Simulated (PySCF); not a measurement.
A GIAO shielding run with PySCF 2.14.0 with density-fitted response routines (density fitting, non-relativistic, gas phase) on SMILES [SiH3]S[C@@H]([SiH3])O[SiH2]S, CH₁₀OS₂Si₃:

```
$ OMP_NUM_THREADS=1 python probes_run.py task.json out

{"job": {"kind": "nmr", "xc": "PBE0", "basis": "pcSseg-1"}, "charge": 0, "multiplicity": 1}
Si    -2.050270     1.928876    -0.340683
S     -1.308069     0.052994    -1.083046
C     -0.594306    -0.629187     0.455368
Si    -0.449382    -2.533662     0.244502
O      0.616158    -0.033658     0.769829
Si     1.763366     0.457505    -0.244710
S      3.351362     0.795750     1.140247
H     -3.080132     1.604892     0.641119
H     -0.946021     2.648485     0.279112
H     -2.558474     2.573048    -1.536799
H     -1.291828    -0.380924     1.261606
H      0.269157    -2.785941    -0.999650
H      0.279598    -3.024802     1.410959
H     -1.821047    -3.030245     0.187298
H      1.446768     1.719966    -0.905029
H      2.157880    -0.558635    -1.212899
H      4.208242     1.207568     0.221790
```

Hardware: 1 thread of an Arm Neoverse N1, shared host. The job also computes population analyses, field gradients.

Question: How large is the calculation?

Answer: 98 electrons, 204 basis functions and 1181 auxiliary functions.

Question: How long does it take, and how much memory does it need?

Answer: 88 s of wall time, with 14 SCF cycles and 5 response iterations; peak memory 1 GiB. Times on a shared host scatter by some tens of per cent.
